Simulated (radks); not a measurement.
The numbers below are computed, except where a source is named.
Removal energies from the sulfur ion S5+, [Ne] 3s1, by Delta-SCF beside the eigenvalue of the level emptied. Level of theory: Dirac Kohn-Sham, BLYP, spin-unpolarised, spherical densities, finite nucleus; Fermi nuclear charge, rms radius of each element as measured or else 0.836 A^(1/3) + 0.57 fm (a radial shooting solver on a logarithmic mesh with Libxc functionals). Sub-shells are occupied by j as written (lower j first in brackets).

removed from              final configuration  Delta-SCF (eV)  -eigenvalue (eV)
3s1/2                                    [Ne]          88.484            80.814
2p3/2         [He] 2s2 2p(1/2: 2, 3/2: 3) 3s1          259.71            236.18
2p1/2         [He] 2s2 2p(1/2: 1, 3/2: 4) 3s1          261.10            237.47
2s1/2                        [He] 2s1 2p6 3s1          312.95            291.21
